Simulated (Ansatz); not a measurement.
This Ansatz (a first-principles code) input (PBE/aug-pcseg-1) gives -397.91637 Eh with 27 basis functions. A basis named .json is the Basis Set Exchange file of that set (core-valence sets with the plain set on hydrogen).

Ansatz 0.2 input:
```yaml
crystal:
  periodic: [false, false, false]
  atoms:
    - {symbol: S, position_ang: [0.00000000, 0.00000000, 0.00000000]}
basis:
  gaussian:
    orbitals: aug-pcseg-1.json
hamiltonian:
  xc: {name: PBE}
magnetization: {spin_polarized: true, initial_magnetization: 2}
scf: {lower_state_search: full}
```

Change:
```diff
- orbitals: aug-pcseg-1.json
+ orbitals: 6-31G
```

### Question
What does the run give now?

### Answer
-397.90571 Eh (PBE/6-31G, 13 functions), a change of +10.66 mEh.
